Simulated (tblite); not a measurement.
C8H10O.
Numbering: `[CH3:1][C:2]1=[CH:3][C@@:4]2([CH2:5][OH:6])[CH:7]=[CH:8][C@@H:9]12` (hydrogens: H10, H11, H12 on C1; H13 on C3; H14, H15 on C5; H16 on O6; H17 on C7; H18 on C8; H19 on C9)

Computed with GFN2-xTB (tblite), gas phase: L-BFGS steps from a force-field or distance-geometry start until the largest atomic force falls under 0.01 eV/Å.

Step 11: E = -712.3466 eV
```
atom  x, y, z in Å  |  force x, y, z in eV/Å
C1      2.7134   -0.2909    0.7387   -0.013   0.004  -0.006
C2      1.2628   -0.1903    0.4449   -0.026   0.020  -0.034
C3      0.1435   -0.4291    1.1280   -0.005   0.039  -0.052
C4     -0.7721   -0.0385   -0.0138   -0.012  -0.013  -0.074
C5     -1.8136   -1.0121   -0.5214   -0.021   0.021  -0.003
O6     -2.9186   -1.1501    0.3392    0.001  -0.013   0.012
C7     -1.0393    1.4519   -0.1329    0.010  -0.013   0.001
C8      0.0682    1.6923   -0.8280    0.036  -0.022   0.010
C9      0.5363    0.2524   -0.8167   -0.030   0.014  -0.003
H10     3.3072   -0.0260   -0.1327   -0.011   0.007   0.010
H11     2.9780    0.3690    1.5644    0.029   0.010  -0.017
H12     2.9548   -1.3107    1.0371    0.057   0.007  -0.003
H13    -0.0781   -0.7578    2.1238   -0.038   0.021   0.029
H14    -1.3734   -2.0104   -0.6059   -0.058   0.032  -0.020
H15    -2.1371   -0.6720   -1.5187   -0.035  -0.095  -0.011
H16    -3.2990   -0.2786    0.4981    0.036  -0.001  -0.008
H17    -1.8408    2.0623    0.2453    0.056  -0.022   0.013
H18     0.5177    2.5746   -1.2478    0.021  -0.039   0.054
H19     0.7802   -0.2268   -1.7617    0.004   0.043   0.101
```

Step 12: E = -712.3482 eV
```
atom  x, y, z in Å  |  force x, y, z in eV/Å
C1      2.7114   -0.2904    0.7381   -0.002   0.005  -0.006
C2      1.2616   -0.1914    0.4451   -0.013   0.037  -0.014
C3      0.1418   -0.4293    1.1271   -0.012   0.035  -0.028
C4     -0.7720   -0.0396   -0.0165   -0.029  -0.010  -0.064
C5     -1.8149   -1.0135   -0.5215   -0.036   0.014  -0.016
O6     -2.9206   -1.1499    0.3401    0.029  -0.001   0.001
C7     -1.0391    1.4510   -0.1345    0.012   0.002   0.012
C8      0.0694    1.6922   -0.8283    0.048  -0.010   0.033
C9      0.5387    0.2528   -0.8159   -0.075   0.013  -0.034
H10     3.3043   -0.0249   -0.1320    0.009   0.018  -0.042
H11     2.9778    0.3705    1.5609    0.028   0.027   0.026
H12     2.9555   -1.3087    1.0348    0.060  -0.028   0.018
H13    -0.0798   -0.7538    2.1245   -0.042   0.014   0.019
H14    -1.3762   -2.0126   -0.6076   -0.055   0.036   0.003
H15    -2.1393   -0.6777   -1.5200   -0.038  -0.074  -0.005
H16    -3.3001   -0.2779    0.5009    0.050  -0.014  -0.019
H17    -1.8385    2.0616    0.2494    0.065  -0.033  -0.009
H18     0.5233    2.5746   -1.2446    0.000  -0.053   0.060
H19     0.7868   -0.2239   -1.7598    0.003   0.022   0.065
```

Step 13: E = -712.3498 eV
```
atom  x, y, z in Å  |  force x, y, z in eV/Å
C1      2.7094   -0.2897    0.7373    0.016   0.008  -0.004
C2      1.2599   -0.1919    0.4449    0.002   0.043   0.018
C3      0.1396   -0.4289    1.1257   -0.024   0.024   0.002
C4     -0.7724   -0.0408   -0.0205   -0.040  -0.004  -0.030
C5     -1.8169   -1.0148   -0.5220   -0.042   0.001  -0.027
O6     -2.9221   -1.1497    0.3412    0.046   0.003  -0.003
C7     -1.0383    1.4500   -0.1360    0.011   0.011   0.018
C8      0.0714    1.6918   -0.8278    0.042   0.003   0.051
C9      0.5399    0.2534   -0.8155   -0.082   0.000  -0.043
H10     3.3014   -0.0234   -0.1321    0.020   0.024  -0.077
H11     2.9780    0.3726    1.5575    0.020   0.031   0.052
H12     2.9573   -1.3071    1.0326    0.051  -0.041   0.031
H13    -0.0825   -0.7492    2.1252   -0.042   0.012  -0.009
H14    -1.3803   -2.0143   -0.6092   -0.040   0.021   0.023
H15    -2.1424   -0.6850   -1.5216   -0.045  -0.042  -0.012
H16    -3.3003   -0.2774    0.5035    0.054  -0.013  -0.023
H17    -1.8349    2.0603    0.2535    0.054  -0.026  -0.020
H18     0.5294    2.5737   -1.2401   -0.006  -0.042   0.056
H19     0.7941   -0.2204   -1.7568    0.005  -0.012  -0.001
```

Step 14: E = -712.3512 eV
```
atom  x, y, z in Å  |  force x, y, z in eV/Å
C1      2.7081   -0.2890    0.7366    0.032   0.012  -0.002
C2      1.2582   -0.1915    0.4450    0.013   0.034   0.041
C3      0.1370   -0.4281    1.1244   -0.028   0.012   0.021
C4     -0.7737   -0.0419   -0.0248   -0.037   0.002   0.009
C5     -1.8195   -1.0161   -0.5230   -0.033  -0.012  -0.032
O6     -2.9228   -1.1495    0.3422    0.042   0.003   0.002
C7     -1.0372    1.4491   -0.1371    0.009   0.009   0.021
C8      0.0739    1.6914   -0.8263    0.023   0.007   0.057
C9      0.5397    0.2539   -0.8157   -0.048  -0.022  -0.032
H10     3.2988   -0.0216   -0.1335    0.016   0.021  -0.081
H11     2.9786    0.3751    1.5552    0.011   0.019   0.052
H12     2.9600   -1.3062    1.0311    0.034  -0.023   0.030
H13    -0.0858   -0.7445    2.1257   -0.041   0.012  -0.036
H14    -1.3849   -2.0157   -0.6103   -0.017  -0.004   0.037
H15    -2.1464   -0.6928   -1.5234   -0.054  -0.006  -0.025
H16    -3.2996   -0.2770    0.5056    0.049  -0.005  -0.023
H17    -1.8306    2.0587    0.2572    0.025  -0.004  -0.018
H18     0.5352    2.5722   -1.2348    0.001  -0.014   0.045
H19     0.8011   -0.2175   -1.7541    0.005  -0.041  -0.064
```

Problem. Estimate the geometry and energy of step 15. (The exact step hangs on the optimiser's Hessian estimate; all steps are aligned on step 14, rigid shifts and turns removed.)

Solution. E = -712.3525 eV, largest force 0.107 eV/Å
```
atom  x, y, z in Å  |  force x, y, z in eV/Å
C1      2.7079   -0.2881    0.7360    0.035   0.017  -0.001
C2      1.2568   -0.1905    0.4457    0.016   0.014   0.042
C3      0.1343   -0.4270    1.1234   -0.021   0.004   0.021
C4     -0.7754   -0.0427   -0.0283   -0.019   0.001   0.028
C5     -1.8221   -1.0172   -0.5245   -0.015  -0.018  -0.029
O6     -2.9227   -1.1495    0.3432    0.024  -0.004   0.011
C7     -1.0362    1.4485   -0.1377    0.007   0.001   0.019
C8      0.0764    1.6911   -0.8239    0.005   0.000   0.046
C9      0.5387    0.2538   -0.8164    0.006  -0.040  -0.012
H10     3.2971   -0.0197   -0.1361   -0.001   0.013  -0.055
H11     2.9794    0.3775    1.5542    0.003  -0.001   0.031
H12     2.9632   -1.3057    1.0305    0.014   0.014   0.020
H13    -0.0896   -0.7405    2.1257   -0.042   0.010  -0.047
H14    -1.3890   -2.0168   -0.6107    0.005  -0.025   0.041
H15    -2.1509   -0.6995   -1.5256   -0.055   0.021  -0.032
H16    -3.2979   -0.2767    0.5068    0.039   0.008  -0.018
H17    -1.8267    2.0575    0.2600   -0.010   0.023  -0.009
H18     0.5400    2.5708   -1.2295    0.013   0.016   0.036
H19     0.8066   -0.2159   -1.7529   -0.002  -0.053  -0.093
```

The energy changes by -0.0012 eV. The first-order estimate −F·Δx gives -0.0017 eV and the mean of the old and new forces, exact on a quadratic surface, -0.0012 eV. The step makes an angle of 65° with the force vector and moves no atom by more than 0.008 Å.

The cost below is that of the whole relaxation. The run took 0.3 s wall on an Arm Neoverse V2 with one thread, on a shared host.
